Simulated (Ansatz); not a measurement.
HP, triplet, at a GFN2-xTB geometry. Base run: PBE/def2-TZVP run with Ansatz (a first-principles code).

Input for Ansatz:
Ansatz 0.2 input:
```yaml
crystal:
  periodic: [false, false, false]
  atoms:
    - {symbol: P, position_ang: [-0.00000000, -0.00000000, -0.08742886]}
    - {symbol: H, position_ang: [0.00000000, 0.00000000, 1.31143294]}
basis:
  gaussian:
    orbitals: def2-TZVP
hamiltonian:
  xc: pbe
magnetization: {spin_polarized: true, initial_magnetization: 2}
```

The base run was repeated with changes; each row names its change, and settings that it needs were set with it.

| change | ΔE vs base (mEh) |
|---|---|
| base | 0.000 |
| point_charge = charge:1.0 position_ang:-0.5491, 1.6271, -2.6647 | -15.326 |
| lower_state_search = light | 0.000 |
| forces = on | 0.000 |
| point_charge = charge:-1.0 position_ang:-1.9193, 0.9455, -2.406 | -5.657 |
| final_grid = 14, 28, 59 | 0.000 |
| accuracy = high | 0.000 |
| fitting.mean_field = cc-pVTZ-JKFIT | -0.011 |
| point_charge = charge:0.5 position_ang:2.4414, -1.0532, 3.1842 | 0.488 |
| final_grid = 4, 8, 17 | 0.010 |
| nuclear_model = gaussian | 0.241 |
